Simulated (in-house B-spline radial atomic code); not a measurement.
## LC-wPBE excitations of Kr VII (Kr6+)

Method: LC-wPBE. Computed with a B-spline radial code for spherical atoms: linear response of the closed shell [Ar] 3d10 4s2 with the functional's adiabatic kernel; non-relativistic, point nucleus, no spin-orbit coupling, no double excitations, S, P, D and F terms only; shells from n = 2 respond. Only terms of natural parity with L up to 3 were computed.

Without relativity these are model numbers for so heavy an element.

Command:
```bash
python run_td.py task.json out
```
Settings (radii: box in bohr, nucleus in fm):
```
Z                        36
electrons                30
configuration            [Ar] 3d10 4s2
hamiltonian              nr
method                   lc_wpbe
box_radius               14.35
intervals                53
```

Run time, properties included: 1 s on 1 thread of Intel(R) Xeon(R) Platinum 8488C (Sapphire Rapids) (shared host).

The lowest states, in the order of their Tamm-Dancoff energies; the method's threshold (minus the highest occupied level) is 105.62 eV. Labels give the largest channel, * marks a mixed state, and oscillator strengths are full-response dipole values. Semilocal kernels can invert the small singlet-triplet splittings of Rydberg terms. Energies in eV:

```tsv
state	full response	Tamm-Dancoff	oscillator strength
4s → 4p 3P	13.873	14.112	-
4s → 4p 1P	20.041	20.727	1.47
4s → 4d 3D	40.66	40.72	-
4s → 4d 1D	42.87	42.90	-
4s → 5s 3S	53.02	53.02	-
4s → 5s 1S	54.17	54.21	-
4s → 5p 3P	59.08	59.09	-
4s → 5p 1P	59.60	59.65	0.105
4s → 4f 3F	?	?	-
4s → 4f 1F	?	?	-
```

Problem. Where does 4s → 4f 1F lie?

Solution. At 63.29 eV in full response, 63.29 eV in Tamm-Dancoff.

Problem. Where does 4s → 4f 3F lie?

Solution. At 62.57 eV in full response, 62.60 eV in Tamm-Dancoff.

Problem. How large is the singlet-triplet splitting of 4s → 4p (P terms) in Tamm-Dancoff?

Solution. 6.62 eV, from the unrounded values.

Problem. What polarisabilities and dispersion coefficient does the method give?

Solution. Dipole 2.987 bohr³, quadrupole 3.308 bohr⁵, C6 5.831 hartree·bohr⁶ for two such species.
